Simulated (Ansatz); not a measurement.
Ansatz (a first-principles code) input:

Ansatz 0.2 input:
```yaml
crystal:
  periodic: [false, false, false]
  atoms:
    - {symbol: N, position_ang: [-2.39819070, -0.29957714, 0.03108249]}
    - {symbol: Al, position_ang: [-0.66084887, -0.08255191, 0.00856513]}
    - {symbol: Br, position_ang: [0.20388428, 1.98762381, -0.15971657]}
    - {symbol: Br, position_ang: [0.69049768, -1.87589943, 0.14812466]}
    - {symbol: H, position_ang: [-3.06612091, 0.45264809, -0.02715683]}
    - {symbol: H, position_ang: [-2.85887725, -1.19278690, 0.10394959]}
basis:
  gaussian:
    orbitals: def2-TZVPD
hamiltonian:
  xc: {name: B3LYP}
output: {forces: true}
```

Predict the final energy.

-5446.99329 Eh (B3LYP/def2-TZVPD). The basis has 212 functions.
